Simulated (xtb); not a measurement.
CCuO, SMILES [C+](=O)[Cu], charge +1, multiplicity 1. All values are semi-empirical tight-binding results from xtb (GFN2-xTB unless named), good for trends rather than for accurate numbers. The structure is a stationary point at GFN2-xTB. The multiplicity is an assumed one; other spin states were not compared.

For metal compounds this method's bond lengths and energies can be far off.

Computed properties:
| Property | Value |
|---|---|
| point group as xtb finds it | C∞v |
| orbital gap | 3.00 eV |
| zero-point energy | 4.4 kcal/mol |
| G − E(el) at 298.15 K (modified RRHO) | -11.0 kcal/mol |
